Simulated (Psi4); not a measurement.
Cl$_{3}$SW (SMILES [S]=[W+]([Cl])([Cl])[Cl]), charge +1, singlet (typed; the unrestricted solution is spin-contaminated), at a GFN2-xTB geometry (such geometries of metal compounds can be far from the true shape) (the multiplicity is a formal guess) (core potentials on W), with bond 4-1 at 1.8 times its length; Psi4 with HF/def2-SVP.

The Psi4 input:
```
memory 2 GB

molecule mol {
1 1
  W    -0.006700    0.003267    0.004499
  S     1.652517   -0.805694   -1.109677
  Cl    0.742418    0.716268    1.864804
  Cl   -1.522657    2.857478   -2.053041
  Cl   -1.419663   -1.561128    0.298591
}

set basis def2-svp
set reference uhf
set stability_analysis follow
set scf_type pk

energy('scf')
print_variables()
```

Q: Write the output that Psi4 gives for this input, abridged.

A: 
```
   => Loading Basis Set <=

    Name: DEF2-SVP
    Role: ORBITAL
    Keyword: BASIS

    !!!  WARNING: ECP capability is in beta. Please check occupations closely.  !!!

         ---------------------------------------------------------
                                   SCF
               by Justin Turney, Rob Parrish, Andy Simmonett
                          and Daniel G. A. Smith
                              UHF Reference
         ---------------------------------------------------------

  ==> Geometry <==

    Molecular point group: c1
    Full point group: C1

    Geometry (in Angstrom), charge = 1, multiplicity = 1:

       Center              X                  Y                   Z               Mass
    ------------   -----------------  -----------------  -----------------  -----------------
         W            0.072239512425    -0.137680748412     0.100475580225   183.950930920000
         S            1.731456512425    -0.946641748412    -1.013700419775    31.972071174400
         CL           0.821357512425     0.575320251588     1.960780580225    34.968852682000
         CL          -1.443717487575     2.716530251588    -1.957064419775    34.968852682000
         CL          -1.340723487575    -1.702075748412     0.394567580225    34.968852682000

  Running in c1 symmetry.

  Rotational constants: A =      0.04106  B =      0.02240  C =      0.02182 [cm^-1]
  Rotational constants: A =   1231.00973  B =    671.64824  C =    654.19754 [MHz]
  Nuclear repulsion =  423.141714800802561

  Charge       = 1
  Multiplicity = 1
  Electrons    = 80
  Nalpha       = 40
  Nbeta        = 40

  ==> Algorithm <==

  SCF Algorithm Type is PK.
  DIIS enabled.
  MOM disabled.
  Fractional occupation disabled.
  Guess Type is SAD.
  Energy threshold   = 1.00e-06
  Density threshold  = 1.00e-06
  Integral threshold = 1.00e-12

  ==> Primary Basis <==

  Basis Set: DEF2-SVP
    Blend: DEF2-SVP
    Number of shells: 44
    Number of basis functions: 104
    Number of Cartesian functions: 113
    Spherical Harmonics?: true
    Max angular momentum: 3

  Core potential: DEF2-SVP
    Number of shells: 4
    Number of ECP primitives: 10
    Number of ECP core electrons: 60
    Max angular momentum: 3

  ==> Integral Setup <==

  Using in-core PK algorithm.
   Calculation information:
      Number of atoms:                   5
      Number of AO shells:              44
      Number of primitives:             91
      Number of atomic orbitals:       113
      Number of basis functions:       104

      Integral cutoff                 1.00e-12
      Number of threads:                 1

  Performing in-core PK
  Using 29817060 doubles for integral storage.
  We computed 322274 shell quartets total.
  Whereas there are 490545 unique shell quartets.

  ==> DiskJK: Disk-Based J/K Matrices <==

    J tasked:                  Yes
    K tasked:                  Yes
    wK tasked:                  No
    Schwarz Cutoff:          1E-12

  Minimum eigenvalue in the overlap matrix is 9.6715984750E-03.
  Reciprocal condition number of the overlap matrix is 2.4059718205E-03.
    Using symmetric orthogonalization.

  ==> Pre-Iterations <==

  SCF Guess: Superposition of Atomic Densities via on-the-fly atomic UHF (no occupation information).

   -------------------------
    Irrep   Nso     Nmo
   -------------------------
     A        104     104
   -------------------------
    Total     104     104
   -------------------------

  ==> Iterations <==

                        Total Energy        Delta E     RMS |[F,P]|

   @UHF iter SAD: -1841.06200859303613   -1.84106e+03   0.00000e+00
   @UHF iter   1: -1840.70801085408948    3.53998e-01   9.72258e-03 DIIS/ADIIS
   @UHF iter   2: -1829.96721587665866    1.07408e+01   3.08428e-02 DIIS/ADIIS
   @UHF iter   3: -1841.31495000352152   -1.13477e+01   3.87639e-03 DIIS/ADIIS
   @UHF iter   4: -1841.45933561109678   -1.44386e-01   1.40609e-03 DIIS/ADIIS
   @UHF iter   5: -1841.47680667888994   -1.74711e-02   7.70547e-04 DIIS/ADIIS
   @UHF iter   6: -1841.48416441194786   -7.35773e-03   6.71101e-04 DIIS/ADIIS
   @UHF iter   7: -1841.48953666709599   -5.37226e-03   3.78583e-04 DIIS/ADIIS
   @UHF iter   8: -1841.49183298396656   -2.29632e-03   9.08859e-05 DIIS
   @UHF iter   9: -1841.49218979388706   -3.56810e-04   8.84374e-05 DIIS
   @UHF iter  10: -1841.49238282827491   -1.93034e-04   4.71020e-05 DIIS
   @UHF iter  11: -1841.49257429227168   -1.91464e-04   4.12522e-05 DIIS
   @UHF iter  12: -1841.49261814283591   -4.38506e-05   2.29205e-05 DIIS
   @UHF iter  13: -1841.49264154056846   -2.33977e-05   8.86802e-06 DIIS
   @UHF iter  14: -1841.49264673924313   -5.19867e-06   4.29244e-06 DIIS
   @UHF iter  15: -1841.49264778656539   -1.04732e-06   2.09858e-06 DIIS
   @UHF iter  16: -1841.49264801686172   -2.30296e-07   1.20660e-06 DIIS
   @UHF iter  17: -1841.49264809813690   -8.12752e-08   7.14372e-07 DIIS
  Energy and wave function converged.

    Negative totally symmetric eigenvalue detected: -0.234074
    Wavefunction unstable!
    Lowest UHF->UHF stability eigenvalues:
       A -0.234074

    Rotating orbitals by 0.5 * pi / 2 radians along unstable eigenvector.
    Running SCF again with the rotated orbitals.
   @UHF iter  18: -1841.47341699671870   -1.84147e+03   2.29602e-03 DIIS/ADIIS
   @UHF iter  19: -1841.58073756200292   -1.07321e-01   1.40130e-03 DIIS/ADIIS
   @UHF iter  20: -1841.59362414808970   -1.28866e-02   1.05247e-03 DIIS/ADIIS
   @UHF iter  21: -1841.60219543978951   -8.57129e-03   2.47489e-04 DIIS/ADIIS
   @UHF iter  22: -1841.60318008138984   -9.84642e-04   1.26282e-04 DIIS/ADIIS
   @UHF iter  23: -1841.60373758880610   -5.57507e-04   1.05372e-04 DIIS/ADIIS
   @UHF iter  24: -1841.60430669500647   -5.69106e-04   1.07282e-04 DIIS/ADIIS
   @UHF iter  25: -1841.60431405086024   -7.35585e-06   1.07358e-04 DIIS/ADIIS
   @UHF iter  26: -1841.60336532496694    9.48726e-04   9.02461e-05 DIIS
   @UHF iter  27: -1841.60255881318722    8.06512e-04   6.99682e-05 DIIS
   @UHF iter  28: -1841.60249797565439    6.08375e-05   4.05758e-05 DIIS
   @UHF iter  29: -1841.60258105204025   -8.30764e-05   3.10520e-05 DIIS
   @UHF iter  30: -1841.60269091715577   -1.09865e-04   2.12157e-05 DIIS
   @UHF iter  31: -1841.60275736792437   -6.64508e-05   1.46337e-05 DIIS
   @UHF iter  32: -1841.60277266793059   -1.53000e-05   1.23531e-05 DIIS
   @UHF iter  33: -1841.60278511429738   -1.24464e-05   1.16720e-05 DIIS
   @UHF iter  34: -1841.60279623229167   -1.11180e-05   1.16272e-05 DIIS
   @UHF iter  35: -1841.60279754546673   -1.31318e-06   1.16522e-05 DIIS
   @UHF iter  36: -1841.60277735279033    2.01927e-05   1.12407e-05 DIIS
   @UHF iter  37: -1841.60272770772599    4.96451e-05   1.03064e-05 DIIS
   @UHF iter  38: -1841.60270974425430    1.79635e-05   9.46215e-06 DIIS
   @UHF iter  39: -1841.60267304923173    3.66950e-05   8.08020e-06 DIIS
   @UHF iter  40: -1841.60266244229615    1.06069e-05   6.65691e-06 DIIS
   @UHF iter  41: -1841.60265847083224    3.97146e-06   4.74722e-06 DIIS
   @UHF iter  42: -1841.60265823660802    2.34224e-07   3.37218e-06 DIIS
   @UHF iter  43: -1841.60265870141347   -4.64805e-07   2.46534e-06 DIIS
   @UHF iter  44: -1841.60265895797988   -2.56566e-07   2.04940e-06 DIIS
   @UHF iter  45: -1841.60265906160066   -1.03621e-07   1.91903e-06 DIIS
   @UHF iter  46: -1841.60265913057879   -6.89781e-08   1.84208e-06 DIIS
   @UHF iter  47: -1841.60265912671957    3.85921e-09   1.83330e-06 DIIS
   @UHF iter  48: -1841.60265926895931   -1.42240e-07   1.83462e-06 DIIS
   @UHF iter  49: -1841.60265928533158   -1.63723e-08   1.81068e-06 DIIS
   @UHF iter  50: -1841.60265916049070    1.24841e-07   1.73420e-06 DIIS
   @UHF iter  51: -1841.60265906433369    9.61570e-08   1.57324e-06 DIIS
   @UHF iter  52: -1841.60265926394868   -1.99615e-07   1.44782e-06 DIIS
   @UHF iter  53: -1841.60265948490201   -2.20953e-07   1.45792e-06 DIIS
   @UHF iter  54: -1841.60265948759752   -2.69551e-09   1.46762e-06 DIIS
   @UHF iter  55: -1841.60265952334544   -3.57479e-08   1.42758e-06 DIIS
   @UHF iter  56: -1841.60265955093041   -2.75850e-08   1.39993e-06 DIIS
   @UHF iter  57: -1841.60265959964772   -4.87173e-08   1.39308e-06 DIIS
   @UHF iter  58: -1841.60265957543061    2.42171e-08   1.32327e-06 DIIS
   @UHF iter  59: -1841.60265933769460    2.37736e-07   1.16471e-06 DIIS
   @UHF iter  60: -1841.60265910520820    2.32486e-07   1.01857e-06 DIIS
   @UHF iter  61: -1841.60265891995914    1.85249e-07   8.87940e-07 DIIS
    Negative totally symmetric eigenvalue detected: -0.044392
    Wavefunction unstable!
    Lowest UHF->UHF stability eigenvalues:
       A -0.044392

    Rotating orbitals by 0.5 * pi / 2 radians along unstable eigenvector.
    There's still a negative eigenvalue. Try modifying FOLLOW_STEP_SCALE
    or increasing MAX_ATTEMPTS (not available for PK integrals).

  ==> Post-Iterations <==

   @Spin Contamination Metric:   2.386416281E+00
   @S^2 Expected:                0.000000000E+00
   @S^2 Observed:                2.386416281E+00
   @S   Expected:                0.000000000E+00
   @S   Observed:                0.000000000E+00

    Orbital Energies [Eh]
    ---------------------

    Alpha Occupied:

[...]
      40A     -0.601991

    Alpha Virtual:

[...]
     104A    575.638708

    Beta Occupied:

[...]
      40A     -0.597934

    Beta Virtual:

[...]
     104A    575.638518

    Final Occupation by Irrep:
              A
    DOCC [    40 ]
    SOCC [     0 ]
    NA   [    40 ]
    NB   [    40 ]

  @UHF Final Energy: -1841.60265891995914

   => Energetics <=

    Nuclear Repulsion Energy =            423.1417148008025606
    One-Electron Energy =               -3394.0753738250414244
    Two-Electron Energy =                1129.3310001042796102
    Total Energy =                      -1841.6026589199591399

  UHF NO Occupations:
  HONO-2 :   38  A 1.9973766
  HONO-1 :   39  A 1.9772226
  HONO-0 :   40  A 1.1382226
  LUNO+0 :   41  A 0.8617774
  LUNO+1 :   42  A 0.0227774
  LUNO+2 :   43  A 0.0026234
  LUNO+3 :   44  A 0.0020489

Computation Completed

Properties will be evaluated at   0.000000,   0.000000,   0.000000 [a0]

Properties computed using the SCF density matrix

 Multipole Moments:

 ------------------------------------------------------------------------------------
     Multipole            Electronic (a.u.)      Nuclear  (a.u.)        Total (a.u.)
 ------------------------------------------------------------------------------------

 L = 1.  Multiply by 2.5417464519 to convert [e a0] to [Debye]
 Dipole X            :          8.6415440           -8.8018936           -0.1603496
 Dipole Y            :        -18.6634142           18.8072581            0.1438439
 Dipole Z            :         15.2088399          -15.1966578            0.0121821
 Magnitude           :                                                    0.2157579

 ------------------------------------------------------------------------------------

  Variable Map:
  ----------------------------------------------------------------------------
[...]
  Array Variable Map:
  ----------------------------------------------------------------------------
[...]
[...]
```

The run did not converge; its last values are not results.
